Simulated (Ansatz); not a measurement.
Gas-phase electronic energies from Ansatz, PBE0-D4/def2-TZVP geometries. CBS: MP2 limit from def2 TZ/QZ plus the TZ coupled-cluster correction, frozen cores. This one scheme is used for every species. No spin–orbit coupling; open shells (•) take unrestricted orbitals. def2 core potentials past Kr. For Sn outer-core shells are correlated without core-valence functions, which leaves a few kJ/mol of doubt a bond.

Consider the homolysis of the C–Sn bond: `[CH3][SnH2][C]#N` → `[CH3]`• + `N#[C][SnH2]`•.

```json
{"species": "`[CH3][SnH2][C]#N`", "CCSD(T)/def2-SVP energy (Eh)": "-346.91083"}
{"species": "`[CH3]`•", "CCSD(T)/def2-SVP energy (Eh)": "-39.68403"}
{"species": "`N#[C][SnH2]`•", "CCSD(T)/def2-SVP energy (Eh)": "-307.11603"}
```

(1) Work out ΔE.

Largest T1 diagnostic among the species: 0.018.

Answers

(1) ΔE = (-39.68403) + (-307.11603) − (-346.91083) = 0.11077 Eh = +69.5 kcal/mol. CCSD(T)/CBS gives +77.4 kcal/mol.

The D4 term adds +2.2 kcal/mol with B3LYP and +1.2 kcal/mol with PBE0; it sums over pairs of atoms, weighted by their polarisabilities, and B3LYP, whose exchange is more repulsive, gets the larger term. At CCSD(T), def2-SVP lies −7.9 kcal/mol from the extrapolated value and def2-TZVPP −3.1 kcal/mol: correlation converges slowly with the basis, and small sets miss more of it in the bonded molecule than in its fragments. From BLYP to BHLYP (50 % exact exchange), in def2-TZVPP and without D4, ΔE moves by +1.5 kcal/mol.

B3LYP here is the variant with VWN-RPA as its local correlation; programs differ in this.
